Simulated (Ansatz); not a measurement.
`C#C[NH][SnH3]` + ethanol → `CC[O][SnH3]` + `C#CN` at 700 K and 1 bar (ligand exchange at the Sn–N bond).

Isolated molecules relaxed with PBE0-D4/def2-TZVP in Ansatz; ΔE leaves out vibrations. CBS: MP2 limit from def2 TZ/QZ plus the TZ coupled-cluster correction, frozen cores. This one scheme is used for every species. def2 core potentials past Kr. For Sn outer-core shells are correlated without core-valence functions, which leaves a few kJ/mol of doubt a bond. One conformer a species, not always the lowest.

| species | CCSD(T)/CBS energy (Eh) | H − E (kJ/mol) | S (J/(mol·K)) |
| --- | --- | --- | --- |
| `C#C[NH][SnH3]` | -347.74191 | 215.9 | 454.1 |
| `CCO` | -154.88256 | 262.0 | 346.5 |
| `CC[O][SnH3]` | -370.09955 | 316.9 | 478.6 |
| `C#CN` | -132.52893 | 160.3 | 317.0 |

H − E and S are ideal-gas, rigid-rotor, harmonic terms from PBE0-D4/def2-TZVP, for one conformer and one mirror image of each species. 1 Eh = 2625.50 kJ/mol, R = 8.31446 J/(mol·K).

By hand: ΔE, ΔH, ΔS and ΔG.

ΔE = (-370.09955) + (-132.52893) − (-347.74191) − (-154.88256) = -0.00401 Eh = -10.5 kJ/mol. Δ(H − E) = 316.9 + 160.3 − 215.9 − 262.0 = -0.7, so ΔH = -11.2 kJ/mol. ΔS = 478.6 + 317.0 − 454.1 − 346.5 = -5.0 J/(mol·K). ΔG = -11.2 − 700 × (-5.0)/1000 = -7.7 kJ/mol.

By hand: the equilibrium constant, and the temperature at which ΔG would vanish if ΔH and ΔS stayed fixed.

log₁₀ K = −ΔG/(RT ln 10) = 0.6. ΔG = 0 at ΔH/ΔS = 2240 K, though so small a ΔS makes that figure unsure.

The number of gas molecules stays the same, so ΔS is small and ΔH decides. A doubt of 5 kJ/mol in ΔE shifts log₁₀ K by 0.4 here. Other conformers and mirror images would add mixing entropy, several J/(mol·K) or more a flexible species. Modes under 60 cm⁻¹, often nearly free rotors, make the harmonic entropy too high. These are equilibria of isolated gas molecules and say nothing of rates. Largest T1 diagnostic: 0.014 (customary marks: 0.02 for closed shells, 0.045 for open ones).
